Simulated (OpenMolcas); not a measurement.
# Ru4+: moving the ligands

Ru4+ with 6 ligands (water) in octahedral coordination (Th) at 1.98 Å. Ligand basis ANO-RCC-VDZP.

| Quantity | Value |
| --- | --- |
| Program | OpenMolcas |
| Method | CASSCF |
| Basis | ANO-RCC-VDZP [6s5p3d1f] |
| Scalar Hamiltonian | DKH2, point nucleus |
| Active space | 4 electrons in 5 orbitals (4d) |
| State averaging | 2S+1 = 5 even, 5 roots; 2S+1 = 3 even, 45 roots; 2S+1 = 1 even, 50 roots |
| Spin-orbit coupling | RASSI with atomic mean-field integrals over the reference wave functions |

Runs around this geometry, states (labels of O, taken over from Oh, the nearest higher group). Energies in cm-1 above the lowest state or level, χT in cm3 K/mol; under a threefold ground state the first gap can be a small split of the lowest multiplet, not the spin-orbit step; 10Dq and B are least-squares fits to the states below 45000 cm-1, weighted by degeneracy, with a free offset, and given where the rms deviation is under 5 % of |10Dq| (or 100 cm-1) and under 700 cm-1.

```tsv
R (Å)	Ground state	First state of that spin	10Dq	B (rms of fit)	First gap with spin-orbit (degeneracies)	χT at 300 K	First state of another spin
1.89	3T1	3E 34477	37731	665 (357)	701.3 (1, 3)	1.082	1T2 8937
1.98	3T1	3E 27140	30453	763 (481)	738.7 (1, 3)	1.050	1T2 9030
2.1	3T1	3E 19786			799.7 (1, 3)	1.009	5E 4026
```

Taking the first state of the same spin as R^-n, n = -ln(19786 / 34477) / ln(2.1 / 1.89) = 5.3 between the shortest and longest distance.

An orbital triplet at a regular site is open to Jahn-Teller coupling, which can distort the site and quench the lowest spin-orbit gaps and is left out. Without dynamic correlation the repulsion within the d shell is too large (B by tens of per cent), so at a given field states of lower spin stand too high. With metal d orbitals alone the field can be off either way by tens of per cent. Ligand-to-metal charge-transfer states are missing. With no ligand orbital active B as a rule stays too high, so bands that hang on it stand too high and its fall with covalency is understated. The least metal-like active orbital is 72 % on the metal (Löwdin) and no ligand orbital is active, so the numbers are rough (holds for R = 1.89). This shell can be high or low spin here, a state of another spin lies low, and with metal d orbitals alone active their balance is uncertain, so the ground spin may be wrong, although the usual error favours high spin (holds for R = 1.98; R = 2.1). The least metal-like active orbital is 74 % on the metal (Löwdin) and no ligand orbital is active, so the numbers are rough (holds for R = 1.98). The least metal-like active orbital is 75 % on the metal (Löwdin) and no ligand orbital is active, so the numbers are rough (holds for R = 2.1). No measured value stands beside these numbers; the geometry is a model, was not optimised and need not be the one that this ion takes.
